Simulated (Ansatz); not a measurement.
Li6Si was relaxed with B3LYP-D4 (def2-TZVP, def2-TZVPD) in Ansatz in these states: charge -1 doublet, neutral singlet. The geometries follow in no particular order.

A:

```xyz
7

Li   -0.797   -1.507    0.815
Li   -0.979   -0.184   -1.594
Li   -1.621   -3.305   -1.677
Li    0.869    2.796   -0.270
Li    1.796   -0.041   -0.169
Li    1.089    1.365    2.380
Si   -0.357    0.876    0.515
```

B:

```xyz
7

Li   -1.775   -0.633   -0.371
Li    0.624   -0.335   -1.790
Li   -0.355   -3.259   -1.288
Li    1.906    2.144    0.452
Li    0.668   -0.901    0.958
Li   -0.888    1.795    2.098
Si   -0.179    1.189   -0.058
```

Question: Judge from the bond lengths which geometry belongs to which state (an estimate).

Answer: A is the charge -1 doublet (Li1–Li5 3.137 Å, Li2–Li5 3.123 Å, Li6–Si7 2.409 Å); B is the neutral singlet (Li1–Li5 2.793 Å, Li2–Li5 2.806 Å, Li6–Si7 2.349 Å).

At B3LYP-D4/def2-TZVPD the highest occupied level of the relaxed charge -1 doublet lies above zero (up to 0.17 eV). By energy differences its removal costs 0.69 eV (each at its own geometry, to the charge 0 singlet, at PBE0-D4/def2-TZVPD). The restricted singlet is unstable towards broken spin symmetry in Hartree–Fock (as tested in another run); at B3LYP-D4/def2-TZVP this wasn't settled. These are the stationary points nearest to one start from a short search; other shapes may lie lower in each state.
